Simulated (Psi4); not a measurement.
CAuO (SMILES [O+]#[C-]->[Au+]), charge +1, singlet, at a GFN2-xTB geometry (such geometries of metal compounds can be far from the true shape) (the multiplicity is a formal guess) (core potentials on Au); Psi4 with CAM-B3LYP/def2-SV(P).

The Psi4 input:
```
memory 2 GB

molecule {
1 1
Au   -0.00000000   -0.00000000   -0.37575670
O     0.00000000    0.00000000    2.59477289
C     0.00000000    0.00000000    1.48776598
symmetry c1
}

set {
  basis def2-sv(p)
}

energy('cam-b3lyp')
print_variables()
```

What the program printed (banner, timings and long lists left out):

```
   => Loading Basis Set <=

    Name: DEF2-SV(P)
    Role: ORBITAL
    Keyword: BASIS

    !!!  WARNING: ECP capability is in beta. Please check occupations closely.  !!!

         ---------------------------------------------------------
                                   SCF
               by Justin Turney, Rob Parrish, Andy Simmonett
                          and Daniel G. A. Smith
                              RKS Reference
         ---------------------------------------------------------

  ==> Geometry <==

    Molecular point group: c1
    Full point group: C_inf_v

    Geometry (in Angstrom), charge = 1, multiplicity = 1:

       Center              X                  Y                   Z               Mass
    ------------   -----------------  -----------------  -----------------  -----------------
         AU           0.000000000000     0.000000000000    -0.310611569002   196.966568790000
         O            0.000000000000     0.000000000000     2.659918020998    15.994914619570
         C            0.000000000000     0.000000000000     1.552911110998    12.000000000000

  Running in c1 symmetry.

  Rotational constants: A = ************  B =      0.10464  C =      0.10464 [cm^-1]
  Rotational constants: A = ************  B =   3136.89030  C =   3136.89030 [MHz]
  Nuclear repulsion =   82.394983735071960

  Charge       = 1
  Multiplicity = 1
  Electrons    = 32
  Nalpha       = 16
  Nbeta        = 16

  ==> Algorithm <==

  SCF Algorithm Type is DF.
  DIIS enabled.
  MOM disabled.
  Fractional occupation disabled.
  Guess Type is SAD.
  Energy threshold   = 1.00e-06
  Density threshold  = 1.00e-06
  Integral threshold = 1.00e-12

  ==> Primary Basis <==

  Basis Set: DEF2-SV(P)
    Blend: DEF2-SV(P)
    Number of shells: 23
    Number of basis functions: 53
    Number of Cartesian functions: 57
    Spherical Harmonics?: true
    Max angular momentum: 2

  Core potential: DEF2-SV(P)
    Number of shells: 4
    Number of ECP primitives: 14
    Number of ECP core electrons: 60
    Max angular momentum: 3

  ==> DFT Potential <==

   => LibXC <=

    Version 7.1.2
    S. Lehtola, C. Steigemann, M. J. T. Oliveira, and M. A. L. Marques,  SoftwareX 7, 1–5 (2018) (10.1016/j.softx.2017.11.002)

   => Composite Functional: CAM-B3LYP <=

    CAM-B3LYP Hyb-GGA Exchange-Correlation Functional

    T. Yanai, D. P. Tew, and N. C. Handy,  Chem. Phys. Lett. 393, 51 (2004) (10.1016/j.cplett.2004.06.011)

    Deriv               =              1
    GGA                 =           TRUE
    Meta                =          FALSE

    Exchange Hybrid     =           TRUE
    MP2 Hybrid          =          FALSE

   => Exchange Functionals <=

    0.3500         Becke 88 [omega = 0.3300]
    0.4600   Short-range recipe for B88 functional - erf [omega = 0.3300]

   => Exact (HF) Exchange <=

    0.4600            HF,LR [omega = 0.3300]
    0.1900               HF

   => Correlation Functionals <=

    0.1900   Vosko, Wilk & Nusair (VWN5)
    0.8100   Lee, Yang & Parr

   => LibXC Density Thresholds  <==

    XC_HYB_GGA_XC_CAM_B3LYP:  1.00E-14

   => Molecular Quadrature <=

    Radial Scheme          =       TREUTLER
    Pruning Scheme         =           NONE
    Nuclear Scheme         =       TREUTLER

    Blocking Scheme        =         OCTREE
    BS radius alpha        =              1
    Pruning alpha          =              1
    Radial Points          =             75
    Spherical Points       =            302
    Total Points           =          65271
    Total Blocks           =            567
    Max Points             =            255
    Max Functions          =             52
    Weights Tolerance      =       1.00E-15

   => Loading Basis Set <=

    Name: (DEF2-SV(P) AUX)
    Role: JKFIT
    Keyword: DF_BASIS_SCF

  ==> Integral Setup <==

  SCF_SUBTYPE=INCORE selected. In-core MEM_DF algorithm will be used.
  Using in-core AOs.

  ==> MemDFJK: Density-Fitted J/K Matrices <==

    J tasked:                   Yes
    K tasked:                   Yes
    wK tasked:                  Yes
    Omega:                3.300E-01
    Algorithm:                 Core
    Schwarz Cutoff:           1E-12
    Mask sparsity (%):       1.2816
    Fitting Condition:        1E-10

   => Auxiliary Basis Set <=

  Basis Set: (DEF2-SV(P) AUX)
    Blend: DEF2-UNIVERSAL-JKFIT
    Number of shells: 101
    Number of basis functions: 399
    Number of Cartesian functions: 547
    Spherical Harmonics?: true
    Max angular momentum: 6

  Minimum eigenvalue in the overlap matrix is 9.4754775289E-03.
  Reciprocal condition number of the overlap matrix is 2.3756494384E-03.
    Using symmetric orthogonalization.

  ==> Pre-Iterations <==

  SCF Guess: Superposition of Atomic Densities via on-the-fly atomic UHF (no occupation information).

   -------------------------
    Irrep   Nso     Nmo
   -------------------------
     A         53      53
   -------------------------
    Total      53      53
   -------------------------

  ==> Iterations <==

                           Total Energy        Delta E     RMS |[F,P]|

   @DF-RKS iter SAD:  -248.24302313349037   -2.48243e+02   0.00000e+00
   @DF-RKS iter   1:  -248.48726999171689   -2.44247e-01   7.58280e-03 DIIS/ADIIS
   @DF-RKS iter   2:  -248.38765323781081    9.96168e-02   1.27941e-02 DIIS/ADIIS
   @DF-RKS iter   3:  -248.56365748844493   -1.76004e-01   1.61725e-03 DIIS/ADIIS
   @DF-RKS iter   4:  -248.56710445854273   -3.44697e-03   5.51243e-04 DIIS/ADIIS
   @DF-RKS iter   5:  -248.56758229395243   -4.77835e-04   1.13095e-04 DIIS/ADIIS
   @DF-RKS iter   6:  -248.56763753947294   -5.52455e-05   4.79785e-05 DIIS
   @DF-RKS iter   7:  -248.56764864182708   -1.11024e-05   8.50498e-06 DIIS
   @DF-RKS iter   8:  -248.56764932034238   -6.78515e-07   1.41514e-06 DIIS
   @DF-RKS iter   9:  -248.56764933783421   -1.74918e-08   3.42401e-07 DIIS
  Energy and wave function converged.

  ==> Post-Iterations <==

   Electrons on quadrature grid:
      Ntotal   =   31.9999999721 ; deviation = -2.794e-08

    Orbital Energies [Eh]
    ---------------------

    Doubly Occupied:

       1A    -19.572675     2A    -10.667564     3A     -4.539881
       4A     -2.737700     5A     -2.705946     6A     -2.705946
       7A     -1.496149     8A     -0.925966     9A     -0.843098
      10A     -0.811183    11A     -0.811183    12A     -0.689419
      13A     -0.689419    14A     -0.664076    15A     -0.664075
      16A     -0.626957

    Virtual:

      17A     -0.307287    18A     -0.240454    19A     -0.240454
      20A     -0.120506    21A     -0.120506    22A     -0.073446
      23A     -0.026297    24A      0.090114    25A      0.263569
      26A      0.263569    27A      0.288354    28A      0.288354
      29A      0.319490    30A      0.379249    31A      0.379249
      32A      0.456404    33A      0.553847    34A      0.560314
      35A      0.560314    36A      0.667892    37A      0.884358
      38A      0.884358    39A      1.196987    40A      1.293594
      41A      1.400563    42A      1.400564    43A      1.496503
      44A      1.496503    45A      1.692094    46A      2.437638
      47A      2.437639    48A      2.519567    49A      3.018554
      50A      3.018554    51A      3.488772    52A     42.206173
      53A    199.438920

    Final Occupation by Irrep:
              A
    DOCC [    16 ]
    NA   [    16 ]
    NB   [    16 ]

  @DF-RKS Final Energy:  -248.56764933783421

   => Energetics <=

    Nuclear Repulsion Energy =             82.3949837350719605
    One-Electron Energy =                -546.7480588926044902
    Two-Electron Energy =                 234.9299725199364843
    DFT Exchange-Correlation Energy =     -19.1445467002381378
    Empirical Dispersion Energy =           0.0000000000000000
    VV10 Nonlocal Energy =                  0.0000000000000000
    Total Energy =                       -248.5676493378342116

Computation Completed

Properties will be evaluated at   0.000000,   0.000000,   0.000000 [a0]

Properties computed using the SCF density matrix

 Multipole Moments:

 ------------------------------------------------------------------------------------
     Multipole            Electronic (a.u.)      Nuclear  (a.u.)        Total (a.u.)
 ------------------------------------------------------------------------------------

 L = 1.  Multiply by 2.5417464519 to convert [e a0] to [Debye]
 Dipole X            :         -0.0000000            0.0000000           -0.0000000
 Dipole Y            :         -0.0000001            0.0000000           -0.0000001
 Dipole Z            :        -46.6154620           46.6671476            0.0516857
 Magnitude           :                                                    0.0516857

 ------------------------------------------------------------------------------------

  Variable Map:
  ----------------------------------------------------------------------------
  "CURRENT ENERGY"              =>    -248.567649337834
  "CURRENT REFERENCE ENERGY"    =>    -248.567649337834
  "DD SOLVATION ENERGY"         =>       0.000000000000
  "DFT FUNCTIONAL TOTAL ENERGY" =>    -248.567649337834
  "DFT TOTAL ENERGY"            =>    -248.567649337834
  "DFT VV10 ENERGY"             =>       0.000000000000
  "DFT XC ENERGY"               =>     -19.144546700238
  "GRID ELECTRONS ALPHA"        =>      15.999999986028
  "GRID ELECTRONS BETA"         =>      15.999999986028
  "GRID ELECTRONS TOTAL"        =>      31.999999972055
  "NUCLEAR REPULSION ENERGY"    =>      82.394983735072
  "ONE-ELECTRON ENERGY"         =>    -546.748058892604
  "PCM POLARIZATION ENERGY"     =>       0.000000000000
  "PE ENERGY"                   =>       0.000000000000
  "SCF ITERATION ENERGY"        =>    -248.567649337834
  "SCF ITERATIONS"              =>       9.000000000000
  "SCF TOTAL ENERGY"            =>    -248.567649337834
  "TWO-ELECTRON ENERGY"         =>     234.929972519936
  "XC GRID RADIAL POINTS"       =>      75.000000000000
  "XC GRID SPHERICAL POINTS"    =>     302.000000000000
  "XC GRID TOTAL POINTS"        =>   65271.000000000000

  Array Variable Map:
  ----------------------------------------------------------------------------
  "CURRENT DIPOLE"              =>      -0.000000000523 ... 0.051685655116 1 by 3
  "SCF DIPOLE"                  =>      -0.000000000523 ... 0.051685655116 1 by 3
  "SCF TOTAL ENERGIES"          =>    -248.243023133490 ... -248.567649337834 1 by 10
```
